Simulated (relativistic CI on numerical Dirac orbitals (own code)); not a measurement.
Transition arrays of Pd⁴⁺

These numbers are calculated, not measured: Dirac-Coulomb-Breit CI, KLI orbitals optimised for each configuration, a model potential for QED, valence Slater integrals scaled by 0.9, whole transition arrays (own radial code, finite nucleus).

Configuration list (outside the closed core [Ar] 3d10 4s2): 4p⁶4d⁶, 4p⁶4d⁵4f, 4p⁵4d⁷, 4p⁶4d⁵5p, 4p⁶4d⁵5f. Levels of other configurations are missing.

All E1 lines from the levels of 4p⁶4d⁶; mean and standard deviation are weighted by gf, and upper levels are sorted by their leading configuration.

```tsv
Upper configuration	Lines	Σgf	Mean (eV)	Mean (nm)	σ (eV)	Strongest line (nm)
4p⁶4d⁵4f	5315	383.2	42.00	29.519	1.46	28.585
4p⁵4d⁷	1338	1273.9	62.40	19.871	3.90	18.003
4p⁶4d⁵5p	3245	160.8	25.95	47.786	1.45	46.771
4p⁶4d⁵5f	6005	537.2	53.29	23.265	3.59	22.712
```

Σgf per state of the lower configuration in bins of 1 nm over the central range (centre: value): 18.5: 1.52, 19.5: 1.55, 20.5: 1.58, 21.5: 1.46, 22.5: 1.25, 23.5: 0.36, 24.5: 0.34, 25.5: 0.28, 26.5: 0.13, 27.5: 0.10, 28.5: 0.45, 29.5: 0.85, 30.5: 0.32, 31.5: 0.10, 32.5: 0.05, 42.5: 0.02, 44.5: 0.03, 45.5: 0.05, 46.5: 0.13, 47.5: 0.18.

Problem. How do configuration mixing and the scaling of the Slater integrals move the arrays?

Solution. Slater scale 0.9, no configuration mixing: 4p⁶4d⁵4f 44.2 ± 1.6 eV (Σgf 988.3), 4p⁵4d⁷ 60.8 ± 4.7 eV (Σgf 561.4), 4p⁶4d⁵5p 26.0 ± 1.4 eV (Σgf 189.4), 4p⁶4d⁵5f 51.0 ± 1.6 eV (Σgf 355.2); Slater scale 1: 4p⁶4d⁵4f 42.2 ± 1.7 eV (Σgf 359.4), 4p⁵4d⁷ 63.7 ± 4.0 eV (Σgf 1249.0), 4p⁶4d⁵5p 26.0 ± 1.6 eV (Σgf 158.6), 4p⁶4d⁵5f 54.0 ± 4.0 eV (Σgf 623.8); Slater scale 0.8: 4p⁶4d⁵4f 41.8 ± 1.3 eV (Σgf 402.9), 4p⁵4d⁷ 61.4 ± 3.7 eV (Σgf 1230.6), 4p⁶4d⁵5p 25.9 ± 1.3 eV (Σgf 163.0), 4p⁶4d⁵5f 52.9 ± 3.3 eV (Σgf 522.9). With mixing, levels are counted to their leading configuration, so an array can shrink or vanish into another, and the sums then hold other lines.
